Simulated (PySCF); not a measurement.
**Electronic structure of Tl³⁺ (thallium, charge +3) at the UHF level**

Configuration: [Xe] 4f14 5d10, closed-shell 1S. Calculation: PySCF 2.14, in x2c-TZVPPall; scalar relativity by spin-free X2C-1e.

- Total energy: -20241.618449 hartree
- One-electron energy: -27637.9430 hartree
- Hartree (Coulomb) energy: 7776.5369 hartree
- Exchange energy: -380.2123 hartree
- ⟨S²⟩: 0.0000
- ⟨L²⟩: 0.000
- Sum of ⟨r⟩: 38.95 bohr
- Sum of ⟨r²⟩: 37.31 bohr²
- Langevin diamagnetic susceptibility: -29.5 ×10⁻⁶ cm³/mol

```tsv
shell	electrons	mean orbital energy (hartree)	rms radius, mean of both spins (bohr)
1s	2	-3161.58268	0.0184
2s	2	-569.45999	0.0742
2p	6	-492.20920	0.0684
3s	2	-139.35639	0.189
3p	6	-116.67237	0.192
3d	10	-91.97459	0.176
4s	2	-33.34620	0.416
4p	6	-25.75426	0.443
4d	10	-16.44123	0.471
5s	2	-6.67636	0.943
4f	14	-6.17112	0.510
5p	6	-4.51667	1.07
5d	10	-1.89820	1.43
```

Spin-orbit coupling, which splits the p, d and f shells strongly at this Z, is absent.

Densities and radii are taken from the X2C orbitals without a picture-change correction, which distorts them close to the nucleus.
